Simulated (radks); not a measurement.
Numerical settings for the aluminium ion Al3+, [Ne]. Method: scalar-relativistic Kohn-Sham, r2SCAN, spin-polarised, spherical densities, finite nucleus; meta-GGA in the generalised Kohn-Sham scheme; Fermi nuclear charge, rms radius 3.061 fm; computed with a radial shooting solver on a logarithmic mesh with Libxc functionals. The defaults (mesh step 0.008 in ln r, mesh end at 40 bohr or more with all orbitals vanishing there, Anderson mixing 0.5 over 9 steps, residual threshold near 1e-9 with the energy settled to 1e-9 hartree or 1e-11 of itself, here a cap of 64 iterations) give E = -240.853 hartree and 2p at -105.74 eV in 14 iterations. Run on one thread of a shared host, so times are rough (Arm Neoverse V2): 0.08 s of CPU time, 0.08 s wall, 14 iterations on 2189 mesh points. Changes against that run (0 stands for a change within the tolerance of the run):

| setting | iterations | converged | E (mhartree) | e(2p) (meV) | CPU (s) |
|---|---|---|---|---|---|
| mesh step in ln r 0.03 | 10 | yes | -0.00716 | +0.0057 | 0.02 |
| mesh step in ln r 0.12 | 64 | no | -1.29e+06 | - | 0.13 |
| mesh step in ln r 0.05 | 10 | yes | -0.142 | +0.00292 | 0.01 |
| mesh end (bohr) 3 | 14 | yes | +0.754 | +29 | 0.07 |
| mesh end (bohr) 8 | 14 | yes | 0 | 0 | 0.07 |
| residual threshold 1e-16 | 64 | no | 0 | 0 | 0.25 |
| residual threshold 0.01 | 9 | yes | 0 | +0.331 | 0.05 |
| mixing 0.05 | 15 | yes | 0 | 0 | 0.08 |
| linear mixing, mixing 1 | 34 | no | diverged | - | 0.24 |
| linear mixing, mixing 0.5 | 56 | no | diverged | - | 0.38 |
| mixing history 20 | 15 | yes | 0 | 0 | 0.08 |
| iteration cap 8 | 8 | no | 0 | +0.331 | 0.05 |

No run marked as converged misses the energy by more than 1 mhartree. A mesh that ends early acts as a hard wall.
